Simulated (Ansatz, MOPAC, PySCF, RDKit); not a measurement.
Complex: NH3 (SMILES N) (first 4 atoms) with CH5N (SMILES CN); geometry from B3LYP-D3(BJ)/def2-TZVP, rigid monomers moved along the line of their centres of mass till H2···N6 is 3.07 Å.
(charge 0, multiplicity 1):
```xyz
11

N      0.3039    -0.1805     0.2000
H      0.1075     0.3243     1.0642
H      0.6198     0.4951    -0.4866
H     -0.5733    -0.5587    -0.1396
C     -0.0794    -0.6451     4.5152
N      0.1288     0.7471     4.1070
H      0.4614    -1.2976     3.8295
H     -1.1397    -0.8873     4.4291
H      0.2392    -0.8745     5.5397
H      1.1063     1.0002     4.1914
H     -0.3947     1.3813     4.6980
```

Monomers are frozen at their geometry in the pair; levels with a basis set take the counterpoise correction. Rows marked so take none.

Rows in 6-31G* carry no dispersion term and start afresh at each structure (6-31G* with six Cartesian d functions). The state that PM7 reach isn't checked; PM7 holds dispersion and hydrogen-bond terms.

Programs: Ansatz (Gaussian basis) for Hartree–Fock, density functionals and correlated methods; MOPAC for PM7 (differences of heats of formation); PySCF for 6-31G* rows, the dispersion terms; RDKit for the force fields. Values without a source in brackets are computed.

### Question
One of these levels gives -14.6 kJ/mol for the interaction energy. Which one is it?
A. PM7
B. MMFF94
C. M06-2X/6-31G* (no counterpoise)
D. r2SCAN-D3(BJ)/def2-TZVPPD

### Answer
A, PM7. The others give -5.9 (MMFF94), -8.2 (r2SCAN-D3(BJ)/def2-TZVPPD), -10.8 (M06-2X/6-31G* (no counterpoise))

Ansatz is an electronic-structure program.
